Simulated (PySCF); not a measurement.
Fill in the blanks.

CH9NOSi2.
SMILES: `[SiH3]O[Si@@H](N)C`

Conformer (atom-mapped SMILES and torsion angles): `[CH3:1][Si@H:2]([NH2:3])[O:4][SiH3:5]`: C1–Si2–O4–Si5 76°, H–N3–Si2–C1 55°, H–N3–Si2–C1 -166°.

```csv
property,level,value
point group of the GFN2-xTB geometry,GFN2-xTB,?
"rotational constants A, B, C of the GFN2-xTB geometry",GFN2-xTB,"5.139, 1.728, 1.469 GHz"
dipole moment,wB97X-D/def2-SVPD,1.23 D
HOMO energy,wB97X-D/def2-SVPD,?
LUMO energy,wB97X-D/def2-SVPD,1.89 eV
lowest singlet excitation,TDDFT wB97X-D/def2-SVPD,"6.84 eV (181 nm, f = 0.032)"
strongest line among the 8 lowest singlet transitions,TDDFT wB97X-D/def2-SVPD,"S8 at 8.69 eV (143 nm, f = 0.089)"
lowest triplet excitation (Tamm–Dancoff),TDA wB97X-D/def2-SVPD,6.61 eV
static isotropic polarisability,wB97X-D/def2-SVPD,?
electronic spatial extent ⟨r²⟩ about the centre of nuclear charge,wB97X-D/def2-SVPD,884 bohr²
13C chemical shifts (computed TMS as zero) by class,GIAO PBE0/pcSseg-1,1.5 (1 C) ppm
1H chemical shifts (computed TMS as zero) by class,GIAO PBE0/pcSseg-1,"5.38 (1 H), 5.18 (3 H), 0.45 (2 H), 0.10 (3 H) ppm"
"isotropic shieldings of nuclei other than C and H, by class",GIAO PBE0/pcSseg-1,"240 (1 N), 306 (1 O), 370 (1 Si), 397 (1 Si) ppm"
core binding energies,"ΔSCF SCAN, pcX-2 on the ionised atom, pcseg-1 elsewhere, spin-free X2C, 2p3/2 from a spin–orbit splitting computed afterwards within the 2p shell","Si2p3/2 107.0, Si2p3/2 107.2, C1s 289.9, N1s 404.5, O1s 537.5, Si1s 1847.1, Si1s 1847.1 eV"
```

Gas-phase values; electronic properties from PySCF, density fitting. One conformer (not necessarily the lowest) at the GFN2-xTB geometry, without solvent or vibrations. NMR classes are plain means over equivalent atoms (diastereotopic ones count apart unless rotation or inversion swaps them), as if these changed places fast; in this geometry the members of some classes differ.

What is the point group of the GFN2-xTB geometry?

C1.

What is the HOMO energy?

-9.36 eV.

What is the static isotropic polarisability?

74.1 au.

The polarisability is 10.98 Å³ as a volume (1 au = 0.148185 Å³), or 1.28 au for each of the 58 electrons. The principal polarisabilities are 69.6, 73.4 and 79.2 au; their mean is the isotropic value. No computed singlet falls in the visible range (750 to 380 nm, 1.65 to 3.26 eV); S1 lies 3.58 eV above its blue end. The dipole matches unit charges of opposite sign 0.26 Å apart (1 e·Å = 4.8032 D). The rotational constants make it an asymmetric top with κ = (2B − A − C)/(A − C) = -0.86, nearer the prolate limit (−1).
